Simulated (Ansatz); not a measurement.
`C[O][GeH2][AlH2]` → `[AlH2][GeH3]` + `C=O`  (β-hydride elimination)

Program: Ansatz. Geometries: PBE0-D4/def2-TZVP. ΔE: electronic, gas phase. CCSD(T)/CBS adds triple-zeta CCSD(T) − MP2 to the extrapolated MP2 energy (def2 sets, frozen cores). This one scheme is used for every species. For Ge outer-core shells are correlated without core-valence functions, which leaves a few kJ/mol of doubt a bond. Scalar relativity is left out up to krypton. One conformer a species, not always the lowest.

`C[O][GeH2][AlH2]`:

```xyz
11

C     0.186   -1.784   -0.417
O    -0.050   -0.697   -1.270
Ge   -0.800    0.764   -0.543
Al    0.724    1.787    1.149
H     0.680   -2.571   -0.992
H    -0.745   -2.198   -0.005
H     0.843   -1.523    0.426
H    -2.167    0.325    0.049
H    -1.087    1.655   -1.768
H     2.059    1.047    1.582
H     0.358    3.194    1.788
```

`[AlH2][GeH3]`:

Cartesian coordinates in Å:
```
Al -1.235 -0.633 0.371
Ge 0.907 0.435 -0.270
H -1.612 -0.815 1.902
H -2.255 -1.117 -0.745
H 1.436 -0.041 -1.636
H 0.730 1.965 -0.382
H 2.030 0.205 0.760
```

`C=O`:

Cartesian coordinates in Å:
```
C 0.002 0.003 -0.003
O -0.462 -0.767 0.784
H 0.807 -0.289 -0.708
H -0.347 1.053 -0.074
```

```
           species  CCSD(T)/CBS(def2) energy (Eh)
`C[O][GeH2][AlH2]`                    -2435.54383
    `[AlH2][GeH3]`                    -2321.10422
             `C=O`                     -114.39408
```

(1) Work out ΔE.

Largest T1 diagnostic among the species: 0.015.

## Answers

(1) ΔE = (-2321.10422) + (-114.39408) − (-2435.54383) = 0.04553 Eh = +1.24 eV.

In def2-TZVPP, CCSD(T) changes the Hartree–Fock value by +0.19 eV (the triples alone add +0.01 eV) and MP2 by +0.29 eV. The D4 term adds +0.13 eV with B3LYP and +0.07 eV with PBE0; it sums over pairs of atoms, weighted by their polarisabilities, and B3LYP, whose exchange is more repulsive, gets the larger term.

B3LYP here is the variant with VWN-RPA as its local correlation; programs differ in this.
